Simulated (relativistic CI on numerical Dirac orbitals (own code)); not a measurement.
## Hyperfine structure of Dy⁶⁺, mass number 161

Method of calculation: Dirac-Coulomb-Breit CI, KLI orbitals optimised for each configuration, QED by a radiative potential, unscaled Slater integrals (own radial code, finite nucleus).

Configurations in the expansion (outside the closed core [Kr] 4d10): 4f⁸5s²5p⁴, 4f⁷5s5p⁶. The list is cut by size and lacks configurations that can hold low levels.

Nuclear spin I = 5/2, μ = -0.479 μN, Q = 2.51 b (tables of Stone and Pyykkö). The electronic factors are computed for point nuclear moments, without core polarisation or the Bohr-Weisskopf and QED corrections.

```json
{"Level": "4f⁸5s²5p⁴ ⁹G8", "E (cm⁻¹)": "0.0", "A (MHz)": "-275.2", "B (MHz)": "18500"}
{"Level": "4f⁸5s²5p⁴ ⁹F7", "E (cm⁻¹)": "41.0", "A (MHz)": "-239.5", "B (MHz)": "6630"}
{"Level": "4f⁸5s²5p⁴ ⁹F6", "E (cm⁻¹)": "1504.1", "A (MHz)": "-251.2", "B (MHz)": "3810"}
{"Level": "4f⁸5s²5p⁴ ⁹F5", "E (cm⁻¹)": "3583.9", "A (MHz)": "-286.2", "B (MHz)": "4920"}
{"Level": "4f⁸5s²5p⁴ ⁹F4", "E (cm⁻¹)": "5834.7", "A (MHz)": "-335.5", "B (MHz)": "6600"}
{"Level": "4f⁸5s²5p⁴ ⁹F1", "E (cm⁻¹)": "15938.7", "A (MHz)": "148.3", "B (MHz)": "-2080"}
```

Levels with J = 0, under 50 % of one LS term, or S terms without an open s electron are left out. Small factors come from cancelling terms and can be off by tens of per cent or more.

At this charge configurations can still be misplaced by up to about 7 % of their energy. Terms inside the open d or f shell come out 10 to 20 % too wide with unscaled integrals. Levels and lines within the n = 5 or 6 shells can be off by up to 10 % or somewhat more, and those that change n by about 2 %, since core polarisation is missing.

Problem. Give the hyperfine levels of 4f⁸5s²5p⁴ ⁹G8 relative to its centre of gravity.

Solution. With K = F(F + 1) − I(I + 1) − J(J + 1), E = AK/2 + B[¾K(K + 1) − I(I + 1)J(J + 1)]/[2I(2I − 1)J(2J − 1)]: F = 11/2: 12780, F = 13/2: 5282, F = 15/2: -944.4, F = 17/2: -4856, F = 19/2: -5273, F = 21/2: -879.1 MHz.

LS names give the leading component of a level, which can be under half, so a name can repeat, a term be missing and a line seem to break the LS rules.
